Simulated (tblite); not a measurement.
hydrogen bromide (HBr), singlet, geometry from GFN2-xTB; GFN1-xTB (tblite).

The tblite input:
```
$ tblite run mol.xyz --method gfn1 --charge 0 --spin 0 --guess eeq --json tblite.json --no-restart

# file mol.xyz
2

Br    -0.00000000    -0.00000000    -0.03893503
H      0.00000000     0.00000000     1.36272591
```

It wrote (shortened):

```
xTB calculator
 | screened Coulomb repulsion
 | Coulomb electrostatics
 |  * isotropic Klopman-Ohno-Mataga-Nishimoto electrostatics
 |  * onsite third-order electrostatics
 | DFT-D3(BJ) dispersion correction

halogen bonding energy    0.0000000000000E+00 Eh
repulsion energy          1.5125335733214E-02 Eh
dispersion energy        -1.3576409283998E-04 Eh
number of electrons       8.0000000000000E+00 e
integral cutoff           1.9756696134657E+01 bohr

------------------------------------------------------------
  cycle        total energy    energy error   density error
------------------------------------------------------------
      1     -4.417273421468  -4.4322630E+00   7.0797169E-02
      2     -4.417891105524  -6.1768406E-04   4.7881883E-02
      3     -4.417893387266  -2.2817424E-06   1.7178128E-02
      4     -4.417894323028  -9.3576228E-07   1.5079556E-05
------------------------------------------------------------

electronic energy        -4.4328838946688E+00 Eh
total energy             -4.4178943230284E+00 Eh

Post processing:
 | Mayer-Wiberg bond orders

[Info] JSON dump of results written to 'tblite.json'
```
